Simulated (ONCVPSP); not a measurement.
# What one change does to a pseudopotential (selenium (Se), ONCV)

```
Element                 : selenium (Se)
Generator               : ONCVPSP 4.0.1
Type                    : optimised norm-conserving Vanderbilt (ONCV)
Functional              : PBE
Relativity              : scalar-relativistic
Frozen core             : [Ar] 3d10
Valence charge          : 6
Reference configuration : 4s1.5 4p4.5
Partial waves           : 4s: rc 1.35 bohr, ncon 4, nbas 7, qcut 5.7 1/bohr, 2 projectors, debl 0.7 Ha; 4p: rc 1.55 bohr, ncon 5, nbas 9, qcut 5.2 1/bohr, 2 projectors, debl 1.3 Ha
Local potential         : polynomial inside 0.85 bohr (lpopt 5, dvloc0 0 Ha)
Core correction         : Teter function, fcfact 4.5, rcfact 1.8
```

All-electron outer shells of the reference configuration (PBE, scalar-relativistic, ld1.x):

| shell | level (eV) | outermost node (bohr) | outermost maximum (bohr) |
| --- | --- | --- | --- |
| 3p | -153.80 | 0.21 | 0.50 |
| 3d | -53.93 | – | 0.45 |
| 4s | -17.71 | 0.70 | 1.51 |
| 4p | -6.82 | 0.74 | 1.80 |

Change: core correction Teter function, fcfact 7.6, rcfact 1.8.

Cutoffs: the cutoffs (Ha) at which the residual kinetic energy of the hardest occupied pseudo-wave falls to 1 and 0.1 mHa per electron; they do not see the model core or the augmentation charge, which bear on the density cutoff. Errors are all-electron minus pseudo energies relative to the spin-unpolarised reference configuration.

Task: How do hardness, ghosts and transferability respond?

Result: The potential gets neither clearly harder nor softer (12 Ha and 56 Ha → 12 Ha and 56 Ha); both files keep a bound ghost (s); of the 4 tests that both files solve, the error grows in 4 and shrinks in 0 by more than 15 % and 0.3 meV (median size 39.0 → 58.0 meV). A model core, the more so a compact one, raises the density cutoff, which this test does not measure.

```csv
quantity,base,changed
"cutoff, loose",12 Ha,12 Ha
"cutoff, tight",56 Ha,56 Ha
bound ghosts,s,s
GHOST(+) flags under 300 eV,p at 89.6 eV,p at 89.6 eV
"error for 4s2 4p4, meV [ΔE -5.41 eV]",-2.2,-3.0
"error for 4s2 4p3, meV [ΔE 5.43 eV]",-41,-63
"error for 4s2 4p2, meV [ΔE 25.78 eV]",-216,-313
"error for 4s1 4p4, meV [ΔE 16.97 eV]",-37,-53
s: phases at 1.37 bohr within 0.05 rad from the reference energy up to (Ha; the scan ends near 5),to the end of the scan,to the end of the scan
p: phases at 1.57 bohr within 0.05 rad from the reference energy up to (Ha; the scan ends near 5),3.0,3.0
"rms error of d²Exc/dni dnj with the model core, mHa",6.46,9.34
```

Base: The cutoffs count occupied waves only; projector 2 of the p channel, the hardest unoccupied one, needs 75 Ha at the loose tolerance. Changed file: The cutoffs count occupied waves only; projector 2 of the p channel, the hardest unoccupied one, needs 75 Ha at the loose tolerance. A true bound ghost makes a file unfit for plane-wave use even where its test errors are small: the radial tests pick states by their node count and pass the ghost by.
